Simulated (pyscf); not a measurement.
Optimised with ωB97X-D3(BJ)/def2-SVP in PySCF.

Question: How much does it cost (ΔH, 298 K, ωB97M-D3(BJ)/def2-TZVP) to split H₃Si–SiH(SiH₃)–Si(SiH₃)(SiH₃)–GeH₃ at its Si–Si bond into H₃Si–SiH•–SiH₃ + H₃Si–Si•(SiH₃)–GeH₃?

Answer: Si–Si to H₃Si–SiH•–SiH₃ + H₃Si–Si•(SiH₃)–GeH₃: 71.6 kcal/mol. The 7 functionals that were run give +63.6 (PBE) to +75.6 kcal/mol (ωB97X-D3(BJ)/def2-TZVP). H₃Si–SiH(SiH₃)–Si(SiH₃)(SiH₃)–GeH₃ lies 10.1 kcal/mol over its isomer H₃Si–SiH(SiH₃)–Ge(SiH₃)(SiH₃)–SiH₃ (electronic energy, ωB97M-D3(BJ)/def2-TZVP). Other isomers of H₃Si–SiH•–SiH₃, H₃Si–Si•(SiH₃)–GeH₃ were not searched in full and may lie lower. Elements up to Kr have no core potential and no relativistic terms here.
